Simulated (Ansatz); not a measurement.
Sn27H34, a nanocrystal cut from hexagonal tin. Total charge 0; triplet. Geometry r2SCAN-D4/def2-SVP, that of the neutral singlet; atoms count from 1.

Cartesian coordinates in Å:
```
Sn 4.128 0.248 -3.526
Sn 4.410 -0.873 -0.976
Sn 5.087 1.030 0.978
Sn 1.386 -4.174 -2.120
Sn 2.011 -2.156 -0.256
Sn 2.275 -3.258 2.321
Sn 3.012 1.245 2.853
Sn 3.046 -1.252 4.132
Sn -0.126 -4.503 3.042
Sn 2.064 2.138 -3.513
Sn 2.560 4.274 -1.755
Sn -0.944 -1.181 -4.644
Sn -1.078 -3.660 -3.348
Sn -0.349 0.871 -2.808
Sn -0.076 -0.252 -0.231
Sn 0.656 4.270 0.306
Sn 0.528 1.791 1.639
Sn -3.066 -3.543 -1.379
Sn -2.492 -1.521 0.497
Sn -2.203 -2.627 3.070
Sn -1.485 1.881 3.608
Sn -1.778 -0.572 4.940
Sn -2.423 2.773 -2.759
Sn -1.733 4.880 -1.033
Sn -4.813 1.513 -2.024
Sn -4.555 0.394 0.529
Sn -4.029 2.318 2.509
H 5.607 0.960 -4.048
H 3.733 -1.002 -4.645
H 5.659 -2.067 -1.021
H 6.503 0.497 1.804
H 5.471 2.541 0.249
H 2.633 -4.264 -3.305
H 1.343 -5.699 -1.318
H 3.530 -4.445 2.264
H 3.370 2.497 3.990
H 4.658 -1.565 4.653
H 2.050 -1.281 5.534
H -0.492 -5.723 1.881
H 0.022 -5.273 4.576
H 1.879 2.781 -5.107
H 4.170 4.209 -1.155
H 2.405 5.754 -2.625
H 0.266 -1.217 -5.871
H -2.442 -0.835 -5.422
H -1.444 -4.906 -4.487
H 1.024 5.510 1.453
H -3.190 -5.058 -0.568
H -4.599 -3.232 -2.102
H -3.681 -3.428 3.473
H -1.110 3.128 4.744
H -0.430 -0.933 5.946
H -3.158 -0.463 5.967
H -2.593 3.415 -4.355
H -1.475 6.303 -1.970
H -3.022 5.224 0.054
H -5.151 0.256 -3.153
H -6.129 2.623 -2.075
H -6.026 -0.417 0.939
H -4.203 3.908 1.876
H -5.194 2.149 3.769
```

In the def2 sets Sn takes a core potential; there is no spin–orbit coupling. Single mean-field runs in def2-SVP are fitted with def2-universal-jkfit. At PBE0-D4/def2-SVP a singlet of charge 0 lies 3.22 eV below the triplet at the same geometry.

Q: Estimate the Mulliken populations of the heavy atoms from the PBE0/def2-SVP orbitals of Ansatz.

A: 
```json
{"atom": "Sn1", "charge (e)": "0.17", "spin (α − β)": "0.00"}
{"atom": "Sn2", "charge (e)": "0.04", "spin (α − β)": "0.02"}
{"atom": "Sn3", "charge (e)": "0.13", "spin (α − β)": "0.00"}
{"atom": "Sn4", "charge (e)": "0.17", "spin (α − β)": "0.02"}
{"atom": "Sn5", "charge (e)": "-0.15", "spin (α − β)": "0.34"}
{"atom": "Sn6", "charge (e)": "0.05", "spin (α − β)": "0.15"}
{"atom": "Sn7", "charge (e)": "0.07", "spin (α − β)": "0.04"}
{"atom": "Sn8", "charge (e)": "0.13", "spin (α − β)": "0.02"}
{"atom": "Sn9", "charge (e)": "0.17", "spin (α − β)": "0.00"}
{"atom": "Sn10", "charge (e)": "0.04", "spin (α − β)": "0.02"}
{"atom": "Sn11", "charge (e)": "0.13", "spin (α − β)": "0.00"}
{"atom": "Sn12", "charge (e)": "0.17", "spin (α − β)": "0.02"}
{"atom": "Sn13", "charge (e)": "0.02", "spin (α − β)": "0.02"}
{"atom": "Sn14", "charge (e)": "-0.16", "spin (α − β)": "0.33"}
{"atom": "Sn15", "charge (e)": "-0.03", "spin (α − β)": "0.27"}
{"atom": "Sn16", "charge (e)": "0.07", "spin (α − β)": "0.04"}
{"atom": "Sn17", "charge (e)": "-0.18", "spin (α − β)": "0.12"}
{"atom": "Sn18", "charge (e)": "0.18", "spin (α − β)": "0.00"}
{"atom": "Sn19", "charge (e)": "-0.18", "spin (α − β)": "0.09"}
{"atom": "Sn20", "charge (e)": "0.06", "spin (α − β)": "0.04"}
{"atom": "Sn21", "charge (e)": "0.07", "spin (α − β)": "0.00"}
{"atom": "Sn22", "charge (e)": "0.13", "spin (α − β)": "0.00"}
{"atom": "Sn23", "charge (e)": "0.05", "spin (α − β)": "0.15"}
{"atom": "Sn24", "charge (e)": "0.13", "spin (α − β)": "0.02"}
{"atom": "Sn25", "charge (e)": "0.17", "spin (α − β)": "0.00"}
{"atom": "Sn26", "charge (e)": "0.06", "spin (α − β)": "0.04"}
{"atom": "Sn27", "charge (e)": "0.13", "spin (α − β)": "0.00"}
```
Mulliken values depend strongly on the basis.

Q: Where does the spin sit?

A: Summed by element: Sn 1.73, H 0.27, of 2 unpaired in all. Largest on single atoms: Sn5 0.34, Sn14 0.33, Sn15 0.27.

Q: And the Mayer bond orders between heavy atoms (over 0.3)?

A: Sn1–Sn2 0.87 (2.80 Å); Sn1–Sn10 0.87 (2.80 Å); Sn2–Sn3 0.86 (2.81 Å); Sn2–Sn5 0.86 (2.81 Å); Sn3–Sn7 0.86 (2.81 Å); Sn4–Sn5 0.86 (2.82 Å); Sn4–Sn13 0.86 (2.80 Å); Sn5–Sn6 0.76 (2.81 Å); Sn5–Sn15 0.53 (2.83 Å); Sn6–Sn8 0.87 (2.81 Å); Sn6–Sn9 0.87 (2.80 Å); Sn7–Sn8 0.85 (2.81 Å); Sn7–Sn17 0.83 (2.82 Å); Sn9–Sn20 0.87 (2.80 Å); Sn10–Sn11 0.86 (2.81 Å); Sn10–Sn14 0.86 (2.81 Å); Sn11–Sn16 0.86 (2.81 Å); Sn12–Sn13 0.86 (2.80 Å); Sn12–Sn14 0.86 (2.82 Å); Sn13–Sn18 0.87 (2.80 Å); Sn14–Sn15 0.54 (2.83 Å); Sn14–Sn23 0.76 (2.81 Å); Sn15–Sn17 0.85 (2.84 Å); Sn15–Sn19 0.82 (2.83 Å); Sn16–Sn17 0.83 (2.82 Å); Sn16–Sn24 0.85 (2.81 Å); Sn17–Sn21 0.86 (2.82 Å); Sn18–Sn19 0.85 (2.82 Å); Sn19–Sn20 0.84 (2.81 Å); Sn19–Sn26 0.84 (2.81 Å); Sn20–Sn22 0.86 (2.81 Å); Sn21–Sn22 0.87 (2.81 Å); Sn21–Sn27 0.87 (2.81 Å); Sn23–Sn24 0.87 (2.81 Å); Sn23–Sn25 0.87 (2.80 Å); Sn25–Sn26 0.87 (2.80 Å); Sn26–Sn27 0.86 (2.81 Å).
